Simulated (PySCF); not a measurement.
AlBClFH, AlFH4NSi, Al2FH2O, AlClFH2 and others (calculated)

Calculation on a computer-drawn molecule: the log of a Hartree-Fock and frozen-core CCSD(T) single point meant for a local Hartree-Fock minimum, with one planted fault or none, to be diagnosed. Offsets are logged minus clean, where the clean run is the same molecule without the fault. The reference is restricted for singlets and unrestricted otherwise, and also for a bond in bohr or an excited solution. Adding or removing an electron swaps singlet and doublet. The excited solution moves the top pair (singlet) or top alpha electron (doublet) to the lowest empty orbital. Highest occupied and lowest empty are orbital energies over both spins, largest force is the largest gradient component, triples share is (T) over the correlation energy, the T1 limit is 0.02 restricted and 0.045 unrestricted, electrons count all cores, a negative frequency is imaginary (commonest isotopes), and the dipole is about the centre of nuclear charge. Program: PySCF 2.14.0.

Common to all runs: logged SCF converged yes; logged SCF stable within its kind yes; possible faults no fault, one electron removed, one electron added, multiplicity raised by two, geometry at a saddle point, SCF held on an excited solution, minimal basis STO-3G, one bond length entered in bohr, all coordinates scaled.

(1) 
```xyz
5
formula=AlBClFH meant_charge=1 meant_multiplicity=1 meant_basis=cc-pV(D+d)Z logged_electrons=44 logged_basis_functions=79 logged_spin_squared=1.0108 logged_highest_occupied=-14.895 logged_lowest_empty=-5.5263 logged_largest_force=0.017336 logged_T1_diagnostic=0.0245 logged_D1_diagnostic=0.096361 logged_triples_share=0.023957 logged_CC_converged=yes logged_dipole_magnitude=2.8228 logged_energy_HF=-825.805 logged_energy_CCSD(T)=-826.24504 planted_fault=one_bond_length_entered_in_bohr,row_1_of_the_drawn_bonds HF_energy_offset_from_clean_run=87.73 CCSD(T)_energy_offset_from_clean_run=118.2
F     -0.2256    -3.5675     1.3107
Al    -0.1282    -0.5275     1.4758
B     -0.0756     1.6784     1.5890
Cl    -1.4798     2.5047     1.1017
H      0.9288     2.1656     1.9832
```

Units: logged_highest_occupied, logged_lowest_empty in eV; logged_largest_force in hartree/bohr; logged_dipole_magnitude in debye; logged_energy_HF, logged_energy_CCSD(T) in hartree; HF_energy_offset_from_clean_run, CCSD(T)_energy_offset_from_clean_run in kcal/mol.

Drawn bonds:
```
atom  other atom  order
   1           2      1
   2           3      1
   3           4      1
   3           5      1
```

(2) 
```xyz
8
formula=AlFH4NSi meant_charge=1 meant_multiplicity=1 meant_basis=cc-pV(D+d)Z logged_electrons=46 logged_basis_functions=94 logged_spin_squared=0 logged_highest_occupied=-16.662 logged_lowest_empty=-5.1499 logged_largest_force=1.156e-05 logged_lowest_frequency=68.739 logged_T1_diagnostic=0.015158 logged_D1_diagnostic=0.040968 logged_triples_share=0.022463 logged_CC_converged=yes logged_dipole_magnitude=2.1885 logged_energy_HF=-686.91873 logged_energy_CCSD(T)=-687.46644 planted_fault=no_fault HF_energy_offset_from_clean_run=0 CCSD(T)_energy_offset_from_clean_run=0
F     -2.3248    -0.7334    -1.3490
Al    -0.8491    -0.9581    -0.7580
N      0.7301    -1.1778    -0.1674
Si     2.2374    -0.6789    -1.0301
H      0.8690    -1.6183     0.7323
H      3.0425    -1.8743    -1.3032
H      1.6768    -0.0902    -2.2678
H      2.9402     0.3173    -0.2145
```

Units: logged_highest_occupied, logged_lowest_empty in eV; logged_largest_force in hartree/bohr; logged_lowest_frequency in cm⁻¹; logged_dipole_magnitude in debye; logged_energy_HF, logged_energy_CCSD(T) in hartree; HF_energy_offset_from_clean_run, CCSD(T)_energy_offset_from_clean_run in kcal/mol.

Drawn bonds:
```
atom  other atom  order
   1           2      1
   2           3      1
   3           4      1
   3           5      1
   4           6      1
   4           7      1
   4           8      1
```

(3) 
```xyz
8
formula=AlFH4NSi meant_charge=1 meant_multiplicity=1 meant_basis=cc-pV(D+d)Z logged_electrons=46 logged_basis_functions=94 logged_spin_squared=0 logged_highest_occupied=-13.9 logged_lowest_empty=-5.791 logged_largest_force=0.029497 logged_T1_diagnostic=0.023892 logged_D1_diagnostic=0.085337 logged_triples_share=0.02738 logged_CC_converged=yes logged_dipole_magnitude=7.1565 logged_energy_HF=-686.77224 logged_energy_CCSD(T)=-687.33062 planted_fault=one_bond_length_entered_in_bohr,row_3_of_the_drawn_bonds HF_energy_offset_from_clean_run=91.92 CCSD(T)_energy_offset_from_clean_run=85.23
F     -2.3248    -0.7334    -1.3490
Al    -0.8491    -0.9581    -0.7580
N      0.7301    -1.1778    -0.1674
Si     3.5785    -0.2350    -1.7976
H      0.8690    -1.6183     0.7323
H      4.3836    -1.4304    -2.0707
H      3.0179     0.3537    -3.0353
H      4.2813     0.7612    -0.9820
```

Units: logged_highest_occupied, logged_lowest_empty in eV; logged_largest_force in hartree/bohr; logged_dipole_magnitude in debye; logged_energy_HF, logged_energy_CCSD(T) in hartree; HF_energy_offset_from_clean_run, CCSD(T)_energy_offset_from_clean_run in kcal/mol.

Drawn bonds:
```
atom  other atom  order
   1           2      1
   2           3      1
   3           4      1
   3           5      1
   4           6      1
   4           7      1
   4           8      1
```

(4) 
```xyz
6
formula=Al2FH2O meant_charge=1 meant_multiplicity=1 meant_basis=cc-pV(D+d)Z logged_electrons=44 logged_basis_functions=84 logged_spin_squared=2.0969 logged_highest_occupied=-10.561 logged_lowest_empty=-9.8875 logged_largest_force=0.11788 logged_T1_diagnostic=0.064645 logged_D1_diagnostic=0.37946 logged_triples_share=0.029577 logged_CC_converged=yes logged_dipole_magnitude=13.321 logged_energy_HF=-659.01916 logged_energy_CCSD(T)=-659.53174 planted_fault=multiplicity_raised_by_two HF_energy_offset_from_clean_run=113.3 CCSD(T)_energy_offset_from_clean_run=109.4
F     -3.2875    -1.6680     3.7799
Al    -2.3567    -1.3174     2.5225
O     -1.4301    -0.9687     1.2706
Al    -0.4003    -0.5808    -0.1247
H      0.3399    -1.8245    -0.6950
H     -0.4391     0.9271    -0.5051
```

Units: logged_highest_occupied, logged_lowest_empty in eV; logged_largest_force in hartree/bohr; logged_dipole_magnitude in debye; logged_energy_HF, logged_energy_CCSD(T) in hartree; HF_energy_offset_from_clean_run, CCSD(T)_energy_offset_from_clean_run in kcal/mol.

Drawn bonds:
```
atom  other atom  order
   1           2      1
   2           3      1
   3           4      1
   4           5      1
   4           6      1
```

Notes: T1 above single-reference limit.

(5) 
```xyz
6
formula=Al2FH2O meant_charge=1 meant_multiplicity=1 meant_basis=cc-pV(D+d)Z logged_electrons=43 logged_basis_functions=84 logged_spin_squared=0.8446 logged_highest_occupied=-23.322 logged_lowest_empty=-13.925 logged_largest_force=0.060125 logged_T1_diagnostic=0.026398 logged_D1_diagnostic=0.087914 logged_triples_share=0.021041 logged_CC_converged=yes logged_dipole_magnitude=10.54 logged_energy_HF=-658.65189 logged_energy_CCSD(T)=-659.13622 planted_fault=one_electron_removed HF_energy_offset_from_clean_run=343.7 CCSD(T)_energy_offset_from_clean_run=357.6
F     -3.2875    -1.6680     3.7799
Al    -2.3567    -1.3174     2.5225
O     -1.4301    -0.9687     1.2706
Al    -0.4003    -0.5808    -0.1247
H      0.3399    -1.8245    -0.6950
H     -0.4391     0.9271    -0.5051
```

Units: logged_highest_occupied, logged_lowest_empty in eV; logged_largest_force in hartree/bohr; logged_dipole_magnitude in debye; logged_energy_HF, logged_energy_CCSD(T) in hartree; HF_energy_offset_from_clean_run, CCSD(T)_energy_offset_from_clean_run in kcal/mol.

Drawn bonds:
```
atom  other atom  order
   1           2      1
   2           3      1
   3           4      1
   4           5      1
   4           6      1
```

(6) 
```xyz
6
formula=Al2FH2O meant_charge=1 meant_multiplicity=1 meant_basis=cc-pV(D+d)Z logged_electrons=44 logged_basis_functions=84 logged_spin_squared=1.005 logged_highest_occupied=-15.52 logged_lowest_empty=-6.4253 logged_largest_force=0.015673 logged_CC_converged=no logged_dipole_magnitude=2.7433 logged_energy_HF=-659.06716 planted_fault=one_bond_length_entered_in_bohr,row_1_of_the_drawn_bonds HF_energy_offset_from_clean_run=83.16
F     -3.2875    -1.6680     3.7799
Al    -1.5285    -1.0056     1.4038
O     -0.6019    -0.6568     0.1519
Al     0.4279    -0.2689    -1.2434
H      1.1681    -1.5126    -1.8138
H      0.3891     1.2390    -1.6238
```

Units: logged_highest_occupied, logged_lowest_empty in eV; logged_largest_force in hartree/bohr; logged_dipole_magnitude in debye; logged_energy_HF in hartree; HF_energy_offset_from_clean_run in kcal/mol.

Drawn bonds:
```
atom  other atom  order
   1           2      1
   2           3      1
   3           4      1
   4           5      1
   4           6      1
```

Notes: CCSD not converged.

(7) 
```xyz
5
formula=AlClFH2 meant_charge=-1 meant_multiplicity=1 meant_basis=aug-cc-pV(D+d)Z logged_electrons=42 logged_basis_functions=25 logged_spin_squared=0 logged_highest_occupied=-2.2363 logged_lowest_empty=18.174 logged_largest_force=0.043465 logged_T1_diagnostic=0.0080661 logged_D1_diagnostic=0.023483 logged_triples_share=0.026427 logged_CC_converged=yes logged_dipole_magnitude=0.85596 logged_energy_HF=-792.8239 logged_energy_CCSD(T)=-792.88435 planted_fault=minimal_basis_STO-3G HF_energy_offset_from_clean_run=5912 CCSD(T)_energy_offset_from_clean_run=6182
F     -0.3325    -2.0944    -0.1648
Al     1.3359    -2.2072     0.0860
Cl     1.8632    -4.4042    -0.0553
H      2.1287    -1.4374    -1.0880
H      1.7104    -1.7092     1.5731
```

Units: logged_highest_occupied, logged_lowest_empty in eV; logged_largest_force in hartree/bohr; logged_dipole_magnitude in debye; logged_energy_HF, logged_energy_CCSD(T) in hartree; HF_energy_offset_from_clean_run, CCSD(T)_energy_offset_from_clean_run in kcal/mol.

Drawn bonds:
```
atom  other atom  order
   1           2      1
   2           3      1
   2           4      1
   2           5      1
```

(8) 
```xyz
3
formula=AlFH meant_charge=0 meant_multiplicity=2 meant_basis=cc-pV(D+d)Z logged_electrons=23 logged_basis_functions=42 logged_spin_squared=0.7568 logged_highest_occupied=-8.8687 logged_lowest_empty=0.81748 logged_largest_force=2.002e-06 logged_lowest_frequency=636.24 logged_T1_diagnostic=0.017621 logged_D1_diagnostic=0.046354 logged_triples_share=0.015421 logged_CC_converged=yes logged_dipole_magnitude=1.9917 logged_energy_HF=-341.97814 logged_energy_CCSD(T)=-342.23092 planted_fault=no_fault HF_energy_offset_from_clean_run=0 CCSD(T)_energy_offset_from_clean_run=0
F     -2.0485     0.3934     4.0666
Al    -2.2523     1.5818     2.9263
H     -3.2845     1.2500     1.7629
```

Units: logged_highest_occupied, logged_lowest_empty in eV; logged_largest_force in hartree/bohr; logged_lowest_frequency in cm⁻¹; logged_dipole_magnitude in debye; logged_energy_HF, logged_energy_CCSD(T) in hartree; HF_energy_offset_from_clean_run, CCSD(T)_energy_offset_from_clean_run in kcal/mol.

Drawn bonds:
```
atom  other atom  order
   1           2      1
   2           3      1
```
